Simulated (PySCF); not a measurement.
C2HCl2, SMILES Cl[C]=CCl, multiplicity 2.

The structure is a stationary point at r2SCAN-D4/def2-SVP. The isomer is the one that the SMILES or the coordinates give; other isomers of the formula were not compared.

The numbers are results of TDA-PBE0/def2-SVPD run with PySCF, not measurements.

Vertical excitations. 

```json
[
 {"state": "root 1", "energy (eV)": "2.15", "λ (nm)": "577", "f": "0.001", "main pairs": "β HOMO→LUMO 98 %"},
 {"state": "root 2", "energy (eV)": "4.18", "λ (nm)": "296", "f": "0.000", "main pairs": "α HOMO→LUMO 48 %, β HOMO→LUMO+1 45 %"},
 {"state": "root 3", "energy (eV)": "4.52", "λ (nm)": "274", "f": "0.002", "main pairs": "β HOMO−1→LUMO 97 %"},
 {"state": "root 4", "energy (eV)": "5.08", "λ (nm)": "244", "f": "0.001", "main pairs": "α HOMO−1→LUMO 94 %"},
 {"state": "root 5", "energy (eV)": "5.31", "λ (nm)": "233", "f": "0.001", "main pairs": "β HOMO−2→LUMO 89 %"},
 {"state": "root 6", "energy (eV)": "5.53", "λ (nm)": "224", "f": "0.030", "main pairs": "β HOMO−3→LUMO 92 %"},
 {"state": "root 7", "energy (eV)": "5.84", "λ (nm)": "212", "f": "0.000", "main pairs": "α HOMO→LUMO+1 62 %, β HOMO→LUMO+2 24 %, β HOMO−2→LUMO 6 %"},
 {"state": "root 8", "energy (eV)": "6.04", "λ (nm)": "205", "f": "0.005", "main pairs": "α HOMO−1→LUMO+1 80 %, β HOMO→LUMO+1 5 %"},
 {"state": "root 9", "energy (eV)": "6.27", "λ (nm)": "198", "f": "0.002", "main pairs": "β HOMO−4→LUMO 88 %"},
 {"state": "root 10", "energy (eV)": "6.38", "λ (nm)": "194", "f": "0.000", "main pairs": "α HOMO→LUMO+1 31 %, β HOMO→LUMO+2 63 %"}
]
```
Unrestricted roots are not spin-pure.
